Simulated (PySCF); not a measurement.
Species: benzonitrile, C₇H₅N.
Numbering: `[N:1]#[C:2][c:3]1[cH:4][cH:5][cH:6][cH:7][cH:8]1` (hydrogens: H9 on C4; H10 on C5; H11 on C6; H12 on C7; H13 on C8)

A GFN2-xTB structure was refined with BHandHLYP/def2-SVP geometry optimisation, gas phase in PySCF. Its GFN2-xTB values:

| coordinate | GFN2-xTB |
| --- | --- |
| N1≡C2 | 1.146 Å |
| C2–C3 | 1.414 Å |
| C3–C4 | 1.395 Å |
| C4–C5 | 1.382 Å |
| C4–H9 | 1.080 Å |
| C5–C6 | 1.386 Å |
| C5–H10 | 1.080 Å |
| C6–H11 | 1.080 Å |
| N1–C2–C3 | 179.9° |
| C2–C3–C4 | 119.9° |
| C3–C4–C5 | 119.6° |
| C4–C3–C8 | 120.3° |
| C4–C5–C6 | 120.2° |
| C5–C6–C7 | 120.3° |

How do these coordinates change at the BHandHLYP/def2-SVP level?

| coordinate | BHandHLYP/def2-SVP (Å or °) | change |
| --- | --- | --- |
| C2–C3 | 1.435 | +0.021 |
| C6–H11 | 1.084 | +0.004 |
| C5–H10 | 1.084 | +0.004 |
| C4–C5 | 1.385 | +0.003 |
| C5–C6 | 1.389 | +0.003 |
| C4–H9 | 1.083 | +0.003 |
| C3–C4 | 1.396 | +0.001 |
| N1≡C2 | 1.146 | 0.000 |
| C4–C3–C8 | 120.1 | -0.2 |
| C3–C4–C5 | 119.7 | +0.1 |
| C5–C6–C7 | 120.1 | -0.2 |
| C2–C3–C4 | 120.0 | +0.1 |
| N1–C2–C3 | 180.0 | +0.1 |
| C4–C5–C6 | 120.2 | 0.0 |

The energy falls by 0.012 eV over 5 energy and gradient evaluations, the largest force component goes from 0.0155 to 2.3e-04 Eh/bohr, and the atoms move by 0.011 Å rms after alignment. The bond that changes most is C2–C3 (nitrile carbon to substituted aromatic carbon), which lengthens by 0.021 Å. Bonds longer at the end by more than 0.005 Å: 1 of 13; shorter: 0. Rotational constants go from 5726, 1576, 1236 to 5717, 1557, 1224 MHz.

The run used 137 basis functions and 30 SCF cycles in all.

No BHandHLYP/def2-SVP frequencies stand behind this structure, so it isn't proved a minimum.
